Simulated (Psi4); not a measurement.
Two rigid molecules brought together: Cl2 ··· H2Se (SMILES ClCl and [SeH2]). Monomers: optimised at B3LYP-D3(BJ) (def2-TZVP), held rigid. Orientation: a random orientation, not optimised. R is the distance of the centres of mass, along which the second monomer moves.

Geometry at R = 4.13 Å (first 2 atoms: monomer A):
```
5

Cl     1.0067     0.0000     0.0000
Cl    -1.0067     0.0000     0.0000
Se    -0.1941    -3.4741    -2.2435
H     -0.2723    -2.0078    -2.1661
H     -1.6575    -3.5897    -2.1596
```

- PBE/def2-TZVP, counterpoise-corrected (Psi4)
- PBE-D3(BJ)/def2-TZVP, counterpoise-corrected (Psi4)
- SAPT0/jun-cc-pVDZ, frozen core (Psi4)

Interaction energies in kJ/mol; the last columns give the difference from SAPT0:

```csv
R / Å,PBE/def2-TZVP,PBE-D3(BJ)/def2-TZVP,SAPT0/jun-cc-pVDZ,PBE/def2-TZVP − SAPT0/jun-cc-pVDZ,PBE-D3(BJ)/def2-TZVP − SAPT0/jun-cc-pVDZ
3.52,10.37,4.22,12.38,-2.01,-8.16
3.75,3.39,-1.93,4.08,-0.69,-6.01
3.95,0.57,-4.01,0.75,-0.19,-4.77
4.13,-0.61,-4.56,-0.62,0.00,-3.94
4.34,-1.14,-4.39,-1.23,0.09,-3.16
4.54,-1.21,-3.88,-1.34,0.13,-2.54
4.86,-1.00,-2.91,-1.17,0.17,-1.74
5.16,-0.72,-2.11,-0.93,0.21,-1.18
5.67,-0.36,-1.16,-0.59,0.23,-0.57
6.34,-0.13,-0.53,-0.32,0.19,-0.21
7.35,-0.04,-0.20,-0.14,0.10,-0.06
8.62,-0.02,-0.08,-0.06,0.04,-0.02
```

PBE/def2-TZVP is furthest from SAPT0/jun-cc-pVDZ at 3.52 (-2.01 kJ/mol, below); its mean absolute difference over the points is 0.34 kJ/mol.

PBE-D3(BJ)/def2-TZVP is furthest from SAPT0/jun-cc-pVDZ at 3.52 (-8.16 kJ/mol, below); its mean absolute difference over the points is 2.70 kJ/mol.
